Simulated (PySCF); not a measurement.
formamidinium (CH₅N₂), SMILES [NH2+]=CN, charge +1.

Geometry: PBE-D3(BJ)/def2-TZVP. One conformer was computed; it need not be the lowest.

Level of theory: CAM-B3LYP/def2-TZVPD in PySCF.

Symmetry labels are those of the subgroup C2v that the program uses (full group C2v).

Computed valence orbital energies around the gap with their symmetry:
```tsv
orbital	symmetry	energy (eV)
HOMO−7	B2	-33.02
HOMO−6	A1	-26.41
HOMO−5	A1	-24.22
HOMO−4	B2	-23.48
HOMO−3	B2	-21.58
HOMO−2	A1	-19.95
HOMO−1	B1	-19.41
HOMO	A2	-15.74
LUMO	B1	-5.14
LUMO+1	A1	-3.96
LUMO+2	A1	-3.19
LUMO+3	B2	-3.09
```
